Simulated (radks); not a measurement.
The numbers below are computed, except where a source is named.
Q: The neon ion Ne8+, [He]. Code: a radial shooting solver on a logarithmic mesh with Libxc functionals. Model: non-relativistic Kohn-Sham, exchange-only LDA, spin-polarised, spherical densities, point nucleus. Every spin shell is full or empty, so the densities are truly spherical. Functionals are evaluated on that one density, not self-consistently. Rank these orbital-free kinetic functionals by their error against the exact value of the orbitals, and give that value: Thomas-Fermi, von Weizsacker, TF + vW, TF + vW/9, TF + vW/5, LC94, APBEK, revAPBEK, Perdew 92, Thakkar, Pearson, LKT, PG1, DePristo-Kress, Ernzerhof.

A: Exact: 93.0101 hartree. From best to worst, with 100 (|E| - |E exact|)/|E exact| (equal figures are ties): von Weizsacker 0.00, APBEK +1.84, LC94 +1.98, Thakkar +2.19, TF + vW/9 +2.47, Perdew 92 +2.49, Pearson -2.57, DePristo-Kress +2.61, revAPBEK +2.73, Ernzerhof +6.32, Thomas-Fermi -8.65, TF + vW/5 +11.35, PG1 +54.83, LKT +62.20, TF + vW +91.35.
